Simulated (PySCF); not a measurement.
C2H9PSn.
Structure used (PBE0-D3(BJ)/def2-SVP), in Å, numbered top down from 1:
```xyz
13
C2H9PSn angstrom
C     -2.0981   -0.3671   -0.3111
C     -0.7381   -0.8904    0.1294
Sn     0.7506    0.6623    0.3634
P      2.9667   -0.4054    0.9428
H     -2.8294   -1.1858   -0.4174
H     -2.0455    0.1478   -1.2836
H     -2.5181    0.3486    0.4137
H     -0.8039   -1.4146    1.0960
H     -0.3359   -1.6159   -0.5954
H      0.3103    1.7058    1.6581
H      0.8517    1.5940   -1.0821
H      3.6988    0.8029    0.7237
H      3.1732   -0.8596   -0.3974
```

Method: PBE0-D3(BJ)/def2-SVP geometry optimisation, gas phase, def2 core potentials past Kr (PySCF).

(1) Which atoms are bound to Sn3, and at what distances?

(2) List the angles at Sn3.

(3) What is the shape at Sn3?

(4) What are the other bond lengths?

(5) Give some angles away from the centre.

(6) What are the rotational constants (commonest isotopes, rigid rotor)?

## Answers

(1) 4 atoms: H10 1.720 Å, H11 1.723 Å, C2 2.164 Å, P4 2.527 Å. The nearest atom not counted as bound is H8, at 2.70 Å (others tie with it).

(2) 
```json
{"angle": "P4–Sn3–H11", "degrees": "111.7", "distance of the outer atoms (Å)": "3.55"}
{"angle": "C2–Sn3–H10", "degrees": "109.9", "distance of the outer atoms (Å)": "3.19"}
{"angle": "C2–Sn3–H11", "degrees": "109.7", "distance of the outer atoms (Å)": "3.19"}
{"angle": "C2–Sn3–P4", "degrees": "109.0", "distance of the outer atoms (Å)": "3.82"}
{"angle": "H10–Sn3–H11", "degrees": "108.6", "distance of the outer atoms (Å)": "2.80"}
{"angle": "P4–Sn3–H10", "degrees": "107.9", "distance of the outer atoms (Å)": "3.47"}
```

(3) Tetrahedral: angles from 107.9° to 111.7°; τ4 = (360° − α − β)/141° = 0.98 with α and β the two widest (0 for a square, 1 for a tetrahedron).

(4) C1–C2 1.522 Å; C1–H5, C1–H6, C1–H7 1.102 Å; C2–H8, C2–H9 1.102 Å; P4–H12, P4–H13 1.430 Å.

(5) C1–C2–Sn3 113.5°.

(6) A = 6588, B = 1438, C = 1233 MHz: a near-prolate asymmetric top.

Charge 0, singlet. Whether it is a minimum is left open (no frequencies).

One conformer stands for the species.
